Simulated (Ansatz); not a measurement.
Gas-phase electronic energies from Ansatz, PBE0-D4/def2-TZVP geometries. CCSD(T)/CBS is the MP2 limit (def2-TZVPP, def2-QZVPP) plus CCSD(T) − MP2 in def2-TZVPP, frozen cores. This one scheme is used for every species. Functionals use def2-TZVPP. For Ge, Se outer-core shells are correlated without core-valence functions, which leaves a few kJ/mol of doubt a bond. Scalar relativity is left out up to krypton.

Consider the hydrogenolysis of the Se–C bond: `C[Se][GeH3]` + H₂ → `[GeH3][SeH]` + CH₄.

```json
{"level": "r2SCAN-D4", "ΔE (kJ/mol)": "-75.3", "difference from CCSD(T)/CBS": "-2.7"}
{"level": "r2SCAN0-D4", "ΔE (kJ/mol)": "-78.4", "difference from CCSD(T)/CBS": "-5.8"}
{"level": "BHLYP-D4", "ΔE (kJ/mol)": "-81.0", "difference from CCSD(T)/CBS": "-8.4"}
{"level": "CAM-B3LYP-D4", "ΔE (kJ/mol)": "-81.2", "difference from CCSD(T)/CBS": "-8.6"}
{"level": "ωB97X-V", "ΔE (kJ/mol)": "-76.3", "difference from CCSD(T)/CBS": "-3.7"}
{"level": "BLYP", "ΔE (kJ/mol)": "-81.8", "difference from CCSD(T)/CBS": "-9.2"}
{"level": "LC-ωPBE", "ΔE (kJ/mol)": "-82.9", "difference from CCSD(T)/CBS": "-10.3"}
{"level": "RPA@PBE/def2-TZVPP", "ΔE (kJ/mol)": "-71.6", "difference from CCSD(T)/CBS": "1.0"}
{"level": "CCSD(T)/def2-SVP", "ΔE (kJ/mol)": "-90.1", "difference from CCSD(T)/CBS": "-17.5"}
{"level": "MP2/def2-TZVPP", "ΔE (kJ/mol)": "-68.3", "difference from CCSD(T)/CBS": "4.3"}
{"level": "CCSD(T)/CBS", "ΔE (kJ/mol)": "-72.6", "difference from CCSD(T)/CBS": "0"}
```

Largest T1 diagnostic among the species: 0.010.

From BLYP to BHLYP (50 % exact exchange), in def2-TZVPP and without D4, ΔE moves by −7.1 kJ/mol. The D4 term adds +9.2 kJ/mol with B3LYP and +4.9 kJ/mol with PBE0; it sums over pairs of atoms, weighted by their polarisabilities, and B3LYP, whose exchange is more repulsive, gets the larger term.

B3LYP here is the variant with VWN-RPA as its local correlation; programs differ in this.
